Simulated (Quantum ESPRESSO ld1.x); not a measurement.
Values are calculated unless marked as measured or tabulated.
Task: Species: Bi IV. Configuration: [Hg] (the NIST ground configuration). Code: ld1.x of Quantum ESPRESSO 7.5. Model: Dirac Kohn-Sham, BLYP, spin-unpolarised, spherical densities, point nucleus.

Spin-orbit splittings of the eigenvalues, e(l+1/2) - e(l-1/2), with zeta = 2 splitting/(2l+1) and mean radii in bohr:

shell  occ.  splitting (eV)  zeta (eV)  <r> j=l-1/2  <r> j=l+1/2
2p        6            2321       1547      0.05388      0.06293
3p        6           519.6      346.4       0.1615       0.1780
3d       10           110.1      44.06       0.1545       0.1595
4p        6           128.1      85.40       0.3777       0.4125
4d       10           23.90      9.560       0.4161       0.4272
4f       14               ?          ?       0.4380       0.4442
5p        6           24.75      16.50       0.8847       0.9740
5d       10           3.053      1.221        1.198        1.238

Estimate the 4f splitting.

Result: 5.494 eV (zeta = 1.570 eV).
